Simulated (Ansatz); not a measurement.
Li₇Sn, relaxed as a doublet with UKS PBE0-D4/def2-TZVP in Ansatz, starting from the GFN1-xTB geometry. Force threshold 0.02 eV/Å.

In the def2 sets Sn takes a core potential; there is no spin–orbit coupling. The relaxation made no stability test and no search for a lower SCF solution. The structure comes from a short search, and lower isomers may exist.

Start:

```xyz
8

Li    1.1666   -0.9109   -0.4506
Li   -1.5873   -1.7406    1.0517
Li    1.2159    1.4706   -1.1205
Li    3.5103    0.4040   -0.7370
Li    1.8485    0.9402    1.1122
Li   -2.0050   -0.8684   -1.1620
Li   -3.3219   -0.0375    0.7349
Sn   -0.8272    0.7426    0.5714
```

**Question.** Estimate the energy that the relaxation releases and the steps that it takes.

**Answer.** 1.05 eV, in 14 steps; 29 s on 4 threads of Intel Xeon Platinum 8488C on a shared host. No frequencies were taken in this run, so the end may be a saddle point.

**Question.** Does the start keep its bonding?

**Answer.** By distances, no bond broke or formed, bridged metal pairs apart. The bond that changes most is Li3–Li4, from 2.56 to 3.20 Å (atoms count from 1). Metal–metal contacts that move far: Li3–Li4 2.56 to 3.20 Å, Li4–Li5 2.54 to 3.19 Å, Li2–Li6 2.42 to 3.01 Å, Li6–Li7 2.45 to 2.98 Å, Li2–Li7 2.45 to 2.97 Å.

**Question.** Predict the relaxed structure.

**Answer.** 
Cartesian coordinates in Å:
```
Li 1.210 -1.111 -0.471
Li -1.545 -1.923 1.300
Li 0.905 1.577 -1.283
Li 3.899 0.525 -0.844
Li 1.701 0.937 1.426
Li -1.993 -0.841 -1.473
Li -3.414 0.348 0.858
Sn -0.764 0.487 0.488
```
Bond lengths (bridged metal pairs left out): 6 × Li–Sn 2.66 to 2.72 Å; 6 × Li–Li 2.83 to 3.01 Å.
